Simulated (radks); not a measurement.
Valence configurations of the hafnium ion Hf+ (all share [Xe]). Method: scalar-relativistic Kohn-Sham, SCAN, spin-polarised, spherical densities, finite nucleus; open shells are filled with parallel spins first (spin-orbit coupling, left out, can overturn this in heavy ions); meta-GGA in the generalised Kohn-Sham scheme; Fermi nuclear charge, rms radius 5.347 fm; computed with a radial shooting solver on a logarithmic mesh with Libxc functionals. Energies are relative to 4f14 5d1 6s2; eigenvalues in eV for spin up.

\begin{tabular}{lrrrrrr}
valence & E (eV) & moment (Bohr magnetons) & e(4f) & e(5d) & e(6p) & e(6s) \\ \hline
4f14 5d1 6s2 & 0.000 & 1 & -26.555 & -11.104 & - & -12.327 \\
4f14 5d2 6s1 & 0.002 & 3 & -23.976 & -9.989 & - & -12.236 \\
4f14 5d1 6s1 6p1 & 3.845 & 3 & -27.887 & -12.457 & -8.135 & -13.808 \\
4f14 6s2 6p1 & 4.623 & 1 & -30.740 & - & -8.509 & -14.163 \\
4f13.5 5d1 6s2 6p0.5 & 11.014 & 2 & -33.074 & -13.422 & -7.857 & -13.636 \\
4f12 5d4 6s1 & 39.180 & 7 & -41.775 & -13.016 & - & -13.090 \\
4f11.5 5d4 6s1 6p0.5 & 56.197 & 8 & -48.696 & -15.309 & -8.160 & -14.195 \\
\end{tabular}

NIST lists [Xe] 4f14 5d1 6s2 as the ground configuration; this level of theory agrees among the configurations tried. The energies are those of spherical high-spin densities, not of single terms. No valid solution was reached for [Xe] 4f14 5d0.5 6s2 6p0.5; [Xe] 4f13 5d1 6s2 6p1; [Xe] 4f12 5d3 6s2.
